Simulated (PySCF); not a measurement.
CdI (SMILES [Cd][I]), doublet, geometry from GFN2-xTB (such geometries of metal compounds can be far from the true shape) (the spin is typed, not shown lowest) (core potentials on Cd, I). Base run: PySCF with HF/def2-SVP.

Here is a job for PySCF.
```python
from pyscf import gto, scf

mol = gto.M(
    atom='''
Cd   -0.00000000   -0.00000000   -1.49381317
I     0.00000000    0.00000000    1.35288740
''',
    basis='def2-svp',
    ecp={'Cd': 'def2-svp', 'I': 'def2-svp'},
    spin=1,
    verbose=4,
)

mf = scf.UHF(mol)
mf.kernel()
```

Each row names what was changed in the base input (with any setting that the change needs).

```tsv
change	E (Eh)	HOMO (eV)	dipole (D)	<S^2>	core-seconds (rough)
base	-463.53277	-8.36	4.63	0.763	0.8
functional = wb97x	-465.52057	-8.24	3.62	0.760	8
functional = tpss	-465.27327	-5.57	3.39	0.753	8
functional = m06l	-465.73834	-5.38	3.40	0.753	6
functional = o3lyp	-465.95194	-5.78	3.39	0.754	4
functional = blyp	-465.36283	-5.37	2.79	0.751	4
functional = b97m_v	-465.43589	-5.48	3.24	0.753	60
functional = b97-1	-465.43052	-6.08	3.33	0.753	4
functional = pbe0; dispersion = d3bjm	-465.47398	-6.42	3.63	0.755	4
functional = hse06	-465.46100	-6.05	3.55	0.755	10
functional = b3lyp; dispersion = d4	-465.61419	-6.22	3.24	0.754	5
functional = blyp; dispersion = d4	-465.36732	-5.37	2.79	0.751	4
functional = mn12l	-461.36356	-5.97	3.13	0.757	7
```

Total energies compare only within one method and basis.

Open shells are given as the SCF converged; they aren't shown to be the lowest states, and a large step between rows can be another state.
